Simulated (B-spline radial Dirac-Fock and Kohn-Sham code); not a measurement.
# Compton profile of Cr⁺

System: the Cr⁺ ion, [Ar] 3d5.

Input of the calculation (task.json; shells as n, l, electrons):

```json
{"items": [{
  "Z": 24,
  "q": 1,
  "cfg": [[1, 0, 2], [2, 0, 2], [2, 1, 6], [3, 0, 2], [3, 1, 6], [3, 2, 5]],
  "A": 52,
  "rrms": 3.6452,
  "do": ["scatter"],
  "s": [0.0, 0.06, 0.07, 0.09, 0.11, 0.13, 0.16, 0.19, 0.24, 0.29, 0.35, 0.42, 0.51, 0.62, 0.75, 0.91, 1.11, 1.34, 1.63, 1.97, 2.39, 2.9, 3.51],
  "pz": [0, 0.1, 0.2, 0.3, 0.4, 0.5, 0.6, 0.8, 1.0, 1.2, 1.4, 1.6, 1.8, 2.0, 2.5, 3.0, 4.0, 5.0, 7.0, 10.0, 15.0, 20.0, 30.0, 40.0, 60.0, 100.0],
  "hv_scatter": [2000, 8047.8, 10000, 17479.3, 50000, 100000, 200000, 500000]
}]}
```

Launch: `python xray_run.py task.json out`

These are calculated numbers from a B-spline atomic structure program; the model is the impulse approximation on Dirac-Fock densities. pz is in atomic units of momentum; subshell profiles are per electron, for a selection of subshells; open shells are spread over both j values by their weights.

| pz | J total | J 1s1/2 | J 3p3/2 | J 3d5/2 |
| --- | --- | --- | --- | --- |
| 0.8 | 3.857 | 0.0359 | 0.236 | 0.234 |
| 1 | 3.537 | 0.0358 | 0.220 | 0.212 |
| 1.2 | 3.172 | 0.0357 | 0.198 | 0.186 |
| 1.4 | 2.797 | 0.0356 | 0.173 | 0.160 |
| 1.6 | 2.440 | 0.0355 | 0.147 | 0.135 |
| 1.8 | 2.117 | 0.0354 | 0.121 | 0.114 |
| 2 | 1.834 | 0.0352 | 0.0974 | 0.0950 |
| 2.5 | 1.308 | 0.0348 | 0.0519 | 0.0601 |
| 3 | 0.9843 | 0.0343 | 0.0254 | 0.0380 |
| 4 | 0.6541 | 0.0330 | 0.00672 | 0.0154 |
| 5 | 0.4850 | 0.0314 | 0.00426 | 0.00649 |
| 7 | 0.2828 | 0.0278 | 0.00380 | 0.00129 |
| 10 | 0.1322 | 0.0217 | 0.00176 | 0.000158 |
| 15 | 0.04738 | 0.0129 | 0.000335 | 9.66e-06 |
| 20 | 0.02083 | 0.00708 | 7.23e-05 | 1.05e-06 |
| 30 | 0.005174 | 0.00207 | 5.76e-06 | < 1e-6 |
| 40 | 0.001573 | 0.000666 | < 1e-6 | < 1e-6 |
| 60 | 0.0002309 | 0.000101 | < 1e-6 | < 1e-6 |
| 100 | 1.657e-05 | 7.42e-06 | < 1e-6 | < 1e-6 |

Task: What is the peak value J(0), and which subshell contributes most to it?

Result: J(0) = 4.347. The 3p3/2 subshell gives the largest part, 23 %.

Mean momentum ⟨p⟩ by subshell (a.u.): 1s1/2 20.3, 2s1/2 6.63, 2p1/2 8.93, 2p3/2 8.83, 3s1/2 2.60, 3p1/2 2.98, 3p3/2 2.96, 3d3/2 2.68, 3d5/2 2.67.
